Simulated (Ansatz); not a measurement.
Mulliken charges of CH₄BFN₂, SMILES `BNC(=N)F` from ωB97M-V/def2-TZVPP in Ansatz (PBE0-D4/def2-TZVP geometry).

```tsv
atom	x (Å)	y (Å)	z (Å)	charge (e)
B1	-0.590	0.620	-1.288	-0.142
N2	0.401	-0.057	-0.553	-0.140
C3	0.364	-0.382	0.787	0.312
N4	-0.550	-0.130	1.593	-0.263
F5	1.499	-1.036	1.116	-0.192
H6	-0.364	0.805	-2.445	0.062
H7	-1.586	0.971	-0.745	0.097
H8	1.250	-0.361	-1.003	0.134
H9	-0.335	-0.477	2.522	0.134
```

By hand: the dipole of these point charges (1 e Å = 4.8032 D).

Σ q r = (-0.056, 0.066, -0.148) e Å, of length 0.171 e Å = 0.82 D.

How does the dipole of the full density compare? (Best estimate.)

Ansatz gave: (0.339, -0.142, -0.105) e Å, 1.84 D; the point charges give 0.45 times that, at 101° from its direction.

Point charges leave out the atoms' own dipoles, such as those of lone pairs, and Mulliken's split depends on the basis, so the two needn't agree.
